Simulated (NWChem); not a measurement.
# C2H6AlClO; SMILES [Al]([Cl])([O]C)[CH3]

```xyz
11

Al     0.4811     0.1811     0.0000
Cl    -1.2896     1.3574     0.0000
C      2.2562     0.9687     0.0000
H      2.4019     1.6131     0.8916
H      2.4019     1.6131    -0.8916
H      3.0419     0.1875     0.0000
O      0.2898    -1.5167     0.0000
C     -0.7916    -2.4131     0.0000
H     -1.7814    -1.9006     0.0000
H     -0.7503    -3.0720    -0.8964
H     -0.7503    -3.0720     0.8964
```
Atoms are numbered in this order, from 1.

All runs: NWChem. Pople sets run with spherical d functions. Medium grid unless said otherwise, to which SCAN and Minnesota functionals are sensitive. Coordinates come from a PBE-D3(BJ)/def2-SVP optimisation. Hybrids' shares of exact exchange are those that their runs print; pure functionals count as 0. The functionals differ in more than this share.

```
row            share of exact exchange  highest occupied level (eV)
-------------  -----------------------  ---------------------------
PBE/6-31G*                        0.00                        -6.48
B97-D/6-31G*                      0.00                        -6.53
B3LYP/6-31G*                      0.20                        -7.76
PBE0/6-31G*                       0.25                        -8.05
MN15/6-31G*                       0.44                        -8.88
M05-2X/6-31G*                     0.56                     withheld
```

Q: Fit a straight line of the last column on the one before it, predict the withheld value, and compare with the run.

A: 
1. Means of the 5 shown rows: x = 0.178, y = -7.540. Slope Σ(x − x̄)(y − ȳ)/Σ(x − x̄)² = -0.7611/0.1377 = -5.528; intercept -6.556.
2. The shown rows scatter about the line by 0.090 (root mean square); the largest residual is -0.11, at PBE0/6-31G*.
3. At x = 0.56 (M05-2X/6-31G*; beyond the shown range) the line gives -9.65.
4. The run gives -9.73, -0.08 from the line, 0.9 times the scatter.
